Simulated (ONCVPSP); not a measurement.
Varying the ONCV potential for boron

Base potential:

B (Z = 5), optimised norm-conserving Vanderbilt (ONCV), made with ONCVPSP 4.0.1 (PW91, scalar-relativistic). Core [He], reference 2s2 2p1. Waves: 2s: rc 1.20 bohr, ncon 5, nbas 10, qcut 4.4 1/bohr, 2 projectors, debl 2.6 Ha; 2p: rc 2.80 bohr, ncon 4, nbas 8, qcut 3.8 1/bohr, 2 projectors, debl 0.4 Ha. Local part: polynomial inside 0.90 bohr (lpopt 5, dvloc0 3 Ha). Core correction: Teter function, fcfact 2.75, rcfact 1.3.

All-electron outer shells of the reference configuration (PW91, scalar-relativistic, ld1.x):

| shell | level (eV) | outermost node (bohr) | outermost maximum (bohr) |
| --- | --- | --- | --- |
| 1s | -180.88 | – | 0.21 |
| 2s | -9.49 | 0.46 | 1.52 |
| 2p | -3.65 | – | 1.57 |

Cutoffs, loose and tight: the cutoffs (Ha) at which the residual kinetic energy of the hardest occupied pseudo-wave falls to 1 and 0.1 mHa per electron. They do not see the model core or the augmentation charge, which bear on the density cutoff. Test errors are all-electron minus pseudo excitation energies from the reference, over the configurations 2s2 2p0; 2s1 2p0; 2s2 2p0.5; 2s1 2p1. A dash means not determined; rows that change the core or the reference have their own tests.

```
     change    outcome  cutoff, loose  cutoff, tight  bound ghosts  GHOST(+) flags above zero  largest test error (meV)
       base  generated          12 Ha          54 Ha          none                       none                      +307
p: qcut 2.4  generated          22 Ha          54 Ha          none                       none                      +561
p: qcut 3.2  generated          12 Ha          54 Ha          none                       none                      +395
p: qcut 3.6  generated          12 Ha          54 Ha          none                       none                      +332
p: qcut 4.2  generated          12 Ha          54 Ha          none                       none                      +266
p: qcut 4.8  generated          12 Ha          54 Ha          none                       none                      +221
p: qcut 5.6  generated          12 Ha          54 Ha          none                       none                      +183
```

Reading the sweep of the qcut of the p channel (base included, trends over the rows without a ghost): The loose cutoff falls from 22 Ha at 2.4 to 12 Ha at 5.6 1/bohr. The median size of the test errors (rows with all tests solved) falls from 131.2 meV at 2.4 to 35.5 meV at 5.6 1/bohr.
